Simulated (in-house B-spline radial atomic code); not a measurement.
## BLYP excitations of the selenium ion Se⁶⁺

Method: BLYP. Computed with an all-electron radial atomic-structure program (B-spline basis): linear response of the closed shell [Ar] 3d10 with the functional's adiabatic kernel; non-relativistic, point nucleus, no spin-orbit coupling, no double excitations, S, P, D and F terms only. Only terms of natural parity with L up to 3 were computed.

Without relativity these are model numbers for so heavy an element.

Command:
```bash
python run_td.py task.json out
```
Settings (radii: box in bohr, nucleus in fm):
```
Z                        34
electrons                28
configuration            [Ar] 3d10
hamiltonian              nr
method                   b88,lyp
box_radius               14.35
intervals                53
```

Time taken, with all properties: 1.1 s on 1 thread of Arm Neoverse N1 (shared host).

The lowest states, in the order of their Tamm-Dancoff energies; the method's threshold (minus the highest occupied level) is 140.60 eV. Labels give the largest channel, * marks a mixed state, and oscillator strengths are full-response dipole values. Semilocal kernels can invert the small singlet-triplet splittings of Rydberg terms. Energies in eV:

```json
{"state": "3d → 4s 3D", "full response": "50.84", "Tamm-Dancoff": "50.86", "oscillator strength": "-"}
{"state": "3d → 4s 1D", "full response": "51.72", "Tamm-Dancoff": "51.73", "oscillator strength": "-"}
{"state": "3d → 4p 3P", "full response": "64.77", "Tamm-Dancoff": "64.79", "oscillator strength": "-"}
{"state": "3d → 4p 3F", "full response": "?", "Tamm-Dancoff": "?", "oscillator strength": "-"}
{"state": "3d → 4p 1F", "full response": "65.68", "Tamm-Dancoff": "65.69", "oscillator strength": "-"}
{"state": "3d → 4p 1P", "full response": "66.93", "Tamm-Dancoff": "67.02", "oscillator strength": "0.517"}
{"state": "3d → 4d 3S", "full response": "86.44", "Tamm-Dancoff": "86.48", "oscillator strength": "-"}
{"state": "3d → 4d 3D", "full response": "87.23", "Tamm-Dancoff": "87.24", "oscillator strength": "-"}
{"state": "3d → 4d 1D", "full response": "88.17", "Tamm-Dancoff": "88.19", "oscillator strength": "-"}
{"state": "3d → 4d 1S", "full response": "93.92", "Tamm-Dancoff": "94.71", "oscillator strength": "-"}
{"state": "3d → 5s 3D", "full response": "97.31", "Tamm-Dancoff": "97.32", "oscillator strength": "-"}
{"state": "3d → 5s 1D", "full response": "97.55", "Tamm-Dancoff": "97.55", "oscillator strength": "-"}
{"state": "3d → 5p 3P", "full response": "102.75", "Tamm-Dancoff": "102.76", "oscillator strength": "-"}
{"state": "3d → 5p 3F", "full response": "102.79", "Tamm-Dancoff": "102.80", "oscillator strength": "-"}
{"state": "3d → 5p 1F", "full response": "103.00", "Tamm-Dancoff": "103.00", "oscillator strength": "-"}
{"state": "3d → 5p 1P", "full response": "?", "Tamm-Dancoff": "?", "oscillator strength": "?"}
```

Task: Where does 3d → 5p 1P lie?

Result: At 103.37 eV in full response, 103.40 eV in Tamm-Dancoff, oscillator strength 0.0518.

Task: Where does 3d → 4p 3F lie?

Result: At 64.91 eV in full response, 64.92 eV in Tamm-Dancoff.

Task: How large is the singlet-triplet splitting of 3d → 4s (D terms) in Tamm-Dancoff?

Result: 0.876 eV, from the unrounded values.

Task: What polarisabilities and dispersion coefficient does the method give?

Result: Dipole 0.3841 bohr³, quadrupole 0.3663 bohr⁵, C6 0.5626 hartree·bohr⁶ for two such species.
